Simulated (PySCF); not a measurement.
H₅N₃SW, SMILES [NH2][W](=[NH])(=[S])[NH2], multiplicity 1.

Geometry: PBE0-D3(BJ)/def2-SVP. The spin state was assumed, not searched. The structure was generated by enumeration; whether it is a known compound was not checked. The def2 effective core potentials stand for the cores of W; spin–orbit coupling is left out. Other conformers were not sampled.

Two levels are set side by side: TDA-PBE/def2-SVPD (PySCF) and TDA-CAM-B3LYP/def2-SVPD (PySCF). Vertical, same geometry. The lowest singlet is HOMO→LUMO 80 %, HOMO−1→LUMO+1 13 % with PBE and HOMO−1→LUMO 93 % with the other functional; states are paired by order. Differences are taken from unrounded values.

```
quantity                              TDA-PBE
------------------------------------  -------
lowest singlet excitation (eV)           3.75
lowest triplet excitation (TDA) (eV)     3.19
```

**Question.** These are the TDA-PBE values. What does TDA-CAM-B3LYP give? (An estimate is asked for; the answer gives what the named calculation found.)

**Answer.** 
```csv
quantity,TDA-CAM-B3LYP,TDA-PBE minus TDA-CAM-B3LYP
lowest singlet excitation (eV),3.91,-0.16
lowest triplet excitation (TDA) (eV),3.35,-0.16
```

A lower first singlet is the usual sign of a functional without exact exchange. Differences between two approximate levels are no errors against the true value.

Rough cost on one machine, each run with all the roots and properties that it gave: TDA-CAM-B3LYP against TDA-PBE about 4 times.
